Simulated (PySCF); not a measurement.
How methods differ on the ionisation energy of Sc²⁺

Sc²⁺ [Ar] 3d1 (2D) → Sc³⁺ [Ar] (1S), as a difference of total energies. All numbers are calculated (PySCF 2.14, scalar relativity by spin-free X2C-1e, in Sapporo-DKH3-DZP-2012). Correlated levels: valence and next inner shell: [Ne] frozen. The calculations carry no spin-orbit coupling.

```tsv
method	ionisation energy (eV)
UHF	23.779
LDA	25.328
PBE	25.278
PBE0	25.138
r2SCAN	25.066
B97-3	24.967
wB97X	24.835
TPSS	25.211
M06-L	24.620
MP2 (valence and next inner shell)	23.652
SCS-MP2 (valence and next inner shell)	23.657
```

Problem. How much does correlation contribute at MP2 (valence and next inner shell)?

Solution. 23.652 − (23.779) = -0.127 eV, measured against UHF.

A first-order spin-orbit estimate (lowest level to lowest level, LS coupling) adds 0.015 eV.

Errors of the correlated levels include the incompleteness of this basis and the frozen core.

For comparison: 24.757 eV (measured; NIST Atomic Spectra Database, ionization energies).
